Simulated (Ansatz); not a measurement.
The cluster Rb₂Cl. The state is a doublet with charge 0. Geometry PBE-D4/def2-TZVP, basis def2-TZVP, Ansatz.

```xyz
3

Rb   -1.9630   -0.9960   -0.7557
Rb    2.3101   -0.2071    0.1919
Cl   -0.3472    1.2031    0.5638
```

| run | HOMO (eV) | LUMO (eV) |
| --- | --- | --- |
| A | -2.38 | -1.41 |
| B | -2.28 | -1.73 |
| C | -2.19 | -1.82 |
| D | -2.62 | -1.23 |
| E | -2.24 | -1.48 |
| F | -2.41 | -1.98 |

In the def2 sets Rb takes a core potential; there is no spin–orbit coupling. The structure comes from a short search, and lower isomers may exist.

HOMO and LUMO are taken over both spins.

Q: The runs used BLYP, LDA (SPW92), PBE, PBE0, r2SCAN, r2SCANh. Estimate which is which.

A: A r2SCANh (10 % exact exchange); B PBE (0 % exact exchange); C BLYP (0 % exact exchange); D PBE0 (25 % exact exchange); E r2SCAN (0 % exact exchange); F LDA (SPW92) (0 % exact exchange). Exact exchange lowers occupied and raises empty levels; among semilocal functionals meta-GGAs tend to open the gap a little, and such runs are hard to tell apart. The gap grows from 0.36 eV (BLYP) to 1.39 eV (PBE0).
